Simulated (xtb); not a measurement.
borazine (H6B3N3), singlet, from a rough starting geometry; GFN2-xTB in xtb 6.7.1.

Input for xtb:
```
$ xtb mol.xyz --gfn 2 --opt vtight --json

# file mol.xyz
12

B      0.93943886    -1.05960726    -0.10548744
N      1.31509066     0.29335132     0.24765542
B      0.40078779     1.27401121     0.33667307
N     -0.96708932     1.06039617     0.10683483
B     -1.38389831    -0.29675346    -0.24172373
N     -0.38714256    -1.30240563    -0.28766070
H      1.80465677    -1.90968083    -0.18537327
H      2.26790482     0.51980807     0.40906950
H      0.73886953     2.42349089     0.64468827
H     -1.63128837     1.75643033     0.20423183
H     -2.56786384    -0.50557400    -0.40537596
H     -0.65416224    -2.20781029    -0.57256341
```

Task: What does xtb print? Leave out banner, timings and long lists.

Result: 
```
   ID    Z sym.   atoms
    1    5 B      1, 3, 5
    2    7 N      2, 4, 6
    3    1 H      7-12

           -------------------------------------------------
          |                Calculation Setup                |
           -------------------------------------------------

           -------------------------------------------------
          |                 G F N 2 - x T B                 |
           -------------------------------------------------

          ...................................................
          :                      SETUP                      :
          :.................................................:
          :  # basis functions                  30          :
          :  # atomic orbitals                  30          :
          :  # shells                           18          :
          :  # electrons                        30          :
          :  max. iterations                   250          :
          :  Hamiltonian                  GFN2-xTB          :
          :  restarted?                      false          :
          :  GBSA solvation                  false          :
          :  PC potential                    false          :
          :  electronic temp.          300.0000000     K    :
          :  accuracy                    1.0000000          :
          :  -> integral cutoff          0.2500000E+02      :
          :  -> integral neglect         0.1000000E-07      :
          :  -> SCF convergence          0.1000000E-05 Eh   :
          :  -> wf. convergence          0.1000000E-03 e    :
          :  Broyden damping             0.4000000          :
          :  net charge                          0          :
          :  unpaired electrons                  0          :
          ...................................................

 iter      E             dE          RMSdq      gap      omega  full diag
   1    -15.7187406 -0.157187E+02  0.995E+00    6.22       0.0  T
   2    -15.9020762 -0.183336E+00  0.644E+00    5.00       1.0  T
   3    -15.9059216 -0.384537E-02  0.280E+00    5.69       1.0  T
   4    -15.9217576 -0.158360E-01  0.904E-01    5.21       1.0  T
   5    -15.9242019 -0.244437E-02  0.562E-01    5.60       1.0  T
   6    -15.9271525 -0.295051E-02  0.101E-01    5.42       1.0  T
   7    -15.9271947 -0.422716E-04  0.545E-02    5.44       1.0  T
   8    -15.9272294 -0.346414E-04  0.111E-02    5.45       2.6  T
[...]
         :: total energy             -15.708483286404 Eh    ::
 * total energy  :   -15.7084833 Eh     change       -0.2737544E-10 Eh
 * total energy  :   -15.7203357 Eh     change       -0.1185238E-01 Eh
 * total energy  :   -15.7225461 Eh     change       -0.2210464E-02 Eh
 * total energy  :   -15.7226750 Eh     change       -0.1288231E-03 Eh
 * total energy  :   -15.7227103 Eh     change       -0.3532681E-04 Eh
 * total energy  :   -15.7227135 Eh     change       -0.3174796E-05 Eh
 * total energy  :   -15.7227138 Eh     change       -0.3677520E-06 Eh
 * total energy  :   -15.7227140 Eh     change       -0.1295498E-06 Eh
 * total energy  :   -15.7227140 Eh     change       -0.4486378E-07 Eh
   *** GEOMETRY OPTIMIZATION CONVERGED AFTER 9 ITERATIONS ***
         :: total energy             -15.722714001085 Eh    ::
[...]
     8   1 H        0.860     0.147     1.422     1.868
     9   1 H        0.937    -0.125     6.513     3.990
    10   1 H        0.860     0.147     1.422     1.868
    11   1 H        0.937    -0.125     6.513     3.990
    12   1 H        0.860     0.147     1.422     1.868

 Mol. C6AA /au·bohr⁶  :       1559.003147
 Mol. C8AA /au·bohr⁸  :      36900.548200
 Mol. α(0) /au        :         62.236404

Wiberg/Mayer (AO) data.
largest (>0.10) Wiberg bond orders for each atom

 ---------------------------------------------------------------------------
     #   Z sym  total        # sym  WBO       # sym  WBO       # sym  WBO
 ---------------------------------------------------------------------------
     1   5 B    3.485 --     2 N    1.223     6 N    1.223     7 H    0.958
     2   7 N    3.494 --     1 B    1.223     3 B    1.223     8 H    0.957
     3   5 B    3.485 --     4 N    1.223     2 N    1.223     9 H    0.958
     4   7 N    3.494 --     3 B    1.223     5 B    1.223    10 H    0.957
     5   5 B    3.485 --     4 N    1.223     6 N    1.223    11 H    0.958
     6   7 N    3.494 --     1 B    1.223     5 B    1.223    12 H    0.957
     7   1 H    0.984 --     1 B    0.958
     8   1 H    0.978 --     2 N    0.957
     9   1 H    0.984 --     3 B    0.958
    10   1 H    0.978 --     4 N    0.957
    11   1 H    0.984 --     5 B    0.958
    12   1 H    0.978 --     6 N    0.957
 ---------------------------------------------------------------------------

Topologies differ in total number of bonds
Writing topology from bond orders to xtbtopo.mol

molecular dipole:
                 x           y           z       tot (Debye)
 q only:       -0.000       0.000      -0.000
   full:       -0.000       0.000      -0.000       0.000
molecular quadrupole (traceless):
                xx          xy          yy          xz          yz          zz
 q only:       -0.036       0.003      -0.033      -0.013      -0.024       0.070
  q+dip:        1.086      -0.087       0.979       0.398       0.705      -2.066
   full:       -0.175       0.015      -0.159      -0.064      -0.114       0.334

optimized geometry written to: xtbopt.xyz

           -------------------------------------------------
          | TOTAL ENERGY              -15.722714001085 Eh   |
          | GRADIENT NORM               0.000043843129 Eh/α |
          | HOMO-LUMO GAP               6.018557577704 eV   |
           -------------------------------------------------
```
